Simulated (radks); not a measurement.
The numbers below are computed, except where a source is named.
Question: Numerical settings for the mercury ion Hg2+, [Xe] 4f14 5d10. Level of theory: Dirac Kohn-Sham, LDA (Slater exchange, Perdew-Wang correlation), spin-unpolarised, spherical densities, point nucleus (a radial shooting solver on a logarithmic mesh with Libxc functionals). The defaults (mesh step 0.008 in ln r, mesh end at 40 bohr or more with all orbitals vanishing there, Anderson mixing 0.5 over 9 steps, residual threshold near 1e-9 with the energy settled to 1e-9 hartree or 1e-11 of itself, here a cap of 62 iterations) give E = -19650.242 hartree and 5d5/2 at -28.310 eV in 15 iterations. Run on one thread of a shared host, so times are rough (Arm Neoverse N1): 0.23 s of CPU time, 0.23 s wall, 15 iterations on 2541 mesh points. One setting is changed at a time: mesh step in ln r 0.003; mesh step in ln r 0.05; mesh step in ln r 0.005; mesh end (bohr) 1; mesh end (bohr) 12; residual threshold 0.01; residual threshold 1e-16; mixing 2.5; linear mixing, mixing 0.2; linear mixing, mixing 0.05; mixing history 2; iteration cap 8. Which runs fail to converge, and which converge to a wrong energy?

Answer: Not converged within the cap: residual threshold 1e-16; linear mixing, mixing 0.2; linear mixing, mixing 0.05; iteration cap 8. Settled on a wrong energy, with an occupied level pushed above zero by the early mesh end: mesh end (bohr) 1 (+240 hartree). Apart from these: no run marked as converged misses the energy by more than 1 mhartree.
